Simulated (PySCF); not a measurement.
Isomers of C5H14GeO, mass 164.026 u with the commonest isotopes. Method used: PBE0-D3(BJ)/def2-SVP geometry optimisation, gas phase in PySCF 2.14.0. One conformer each, none proved a minimum here; rigid rotors.

Task: Order these by rotational constant A, largest first.
A. `[CH3:1][CH2:2][CH2:3][Ge@H:4]([CH3:5])[O:6][CH3:7]` with C1–C2–C3–Ge4 178°, C2–C3–Ge4–C5 57°, C3–Ge4–O6–C7 -60°
B. `[CH3:1][CH:2]([CH3:3])[C@@H:4]([CH3:5])[O:6][GeH3:7]` with C1–C2–C4–C5 -178°, C2–C4–O6–Ge7 149°
C. `[CH3:1][CH:2]([CH3:3])[CH2:4][CH2:5][O:6][GeH3:7]` with C1–C2–C4–C5 60°, C2–C4–C5–O6 57°, C4–C5–O6–Ge7 -175°
D. `[CH3:1][CH2:2][CH2:3][C@@H:4]([CH3:5])[O:6][GeH3:7]` with C1–C2–C3–C4 174°, C2–C3–C4–C5 63°, C3–C4–O6–Ge7 75°
E. `[CH3:1][C:2]([CH3:3])([CH3:4])[CH2:5][O:6][GeH3:7]` with C2–C5–O6–Ge7 179°

Result: C (4490 MHz), E (4105 MHz), B (3410 MHz), D (2806 MHz), A (2219 MHz).

Task: Order these by out-of-plane moment Σ m c² = (Ia + Ib − Ic)/2, smallest first.
A. `[CH3:1][CH:2]([CH3:3])[C@@H:4]([CH3:5])[O:6][GeH3:7]` with C1–C2–C4–C5 -178°, C2–C4–O6–Ge7 149°
B. `[CH3:1][C:2]([CH3:3])([CH3:4])[CH2:5][O:6][GeH3:7]` with C2–C5–O6–Ge7 179°
C. `[CH3:1][CH:2]([CH3:3])[CH2:4][CH2:5][O:6][GeH3:7]` with C1–C2–C4–C5 60°, C2–C4–C5–O6 57°, C4–C5–O6–Ge7 -175°
D. `[CH3:1][CH2:2][CH2:3][Ge@H:4]([CH3:5])[O:6][CH3:7]` with C1–C2–C3–Ge4 178°, C2–C3–Ge4–C5 57°, C3–Ge4–O6–C7 -60°
E. `[CH3:1][CH2:2][CH2:3][C@@H:4]([CH3:5])[O:6][GeH3:7]` with C1–C2–C3–C4 174°, C2–C3–C4–C5 63°, C3–C4–O6–Ge7 75°

Result: E (18.14 u·Å²), A (21.85 u·Å²), C (42.25 u·Å²), D (49.46 u·Å²), B (60.09 u·Å²).

Task: Order these by rotational constant C, smallest first.
A. `[CH3:1][CH2:2][CH2:3][Ge@H:4]([CH3:5])[O:6][CH3:7]` with C1–C2–C3–Ge4 178°, C2–C3–Ge4–C5 57°, C3–Ge4–O6–C7 -60°
B. `[CH3:1][CH:2]([CH3:3])[C@@H:4]([CH3:5])[O:6][GeH3:7]` with C1–C2–C4–C5 -178°, C2–C4–O6–Ge7 149°
C. `[CH3:1][C:2]([CH3:3])([CH3:4])[CH2:5][O:6][GeH3:7]` with C2–C5–O6–Ge7 179°
D. `[CH3:1][CH2:2][CH2:3][C@@H:4]([CH3:5])[O:6][GeH3:7]` with C1–C2–C3–C4 174°, C2–C3–C4–C5 63°, C3–C4–O6–Ge7 75°
E. `[CH3:1][CH:2]([CH3:3])[CH2:4][CH2:5][O:6][GeH3:7]` with C1–C2–C4–C5 60°, C2–C4–C5–O6 57°, C4–C5–O6–Ge7 -175°

Result: E (577.5 MHz), D (609.1 MHz), C (672.2 MHz), B (700.5 MHz), A (907.9 MHz).

```
                  SMILES  point group  Ia (u·Å²)  Ib (u·Å²)  Ic (u·Å²)      κ  μa (D)  μb (D)  μc (D)
      CC(C)(C)C[O][GeH3]           Cs     123.13     748.84     751.80  -1.00    0.63    0.88    0.01
 CC(C)[C@@H](C)[O][GeH3]           C1     148.21     616.97     721.47  -0.91    0.27    0.47    0.84
        CC(C)CC[O][GeH3]           C1     112.57     847.00     875.07  -0.99    0.71    0.08    0.78
CC[CH2][Ge@H]([CH3])[O]C           C1     227.76     427.79     556.62  -0.58    1.00    0.48    0.77
   CCC[C@@H](C)[O][GeH3]           C1     180.12     685.90     829.75  -0.88    0.40    0.76    0.74
```
